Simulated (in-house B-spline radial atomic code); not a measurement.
RPA and G0W0 for neutral technetium, [Kr] 4d5 5s2, highest spin, as one setting changes: the radius of a hard wall (bohr). Start: PBE0. A dash marks a level of low quasi-particle weight. Computed with a B-spline radial code for spherical atoms: all electrons, scalar-relativistic (spin-free one-electron X2C), finite nucleus, each spin shell either full or empty, empty states to l = 9 with an (l + 1/2)⁻⁴ tail; G0W0 by contour deformation at full frequency.

```csv
radius of a hard wall (bohr),mean-field level (eV),G0W0 level (eV),RPA correlation (Eh)
5,-1.188,5s down -4.442,-3.1693
6,?,?,?
8,?,?,?
12,-4.824,5s down -7.145,-3.1345
```

(1) What belongs in the row for 8?

(2) What belongs in the row for 6?

Results:

(1) mean-field level (eV): -4.583; G0W0 level (eV): 5s down -7.119; RPA correlation (Eh): -3.1389.

(2) mean-field level (eV): -3.373; G0W0 level (eV): 5s down -6.281; RPA correlation (Eh): -3.1528.
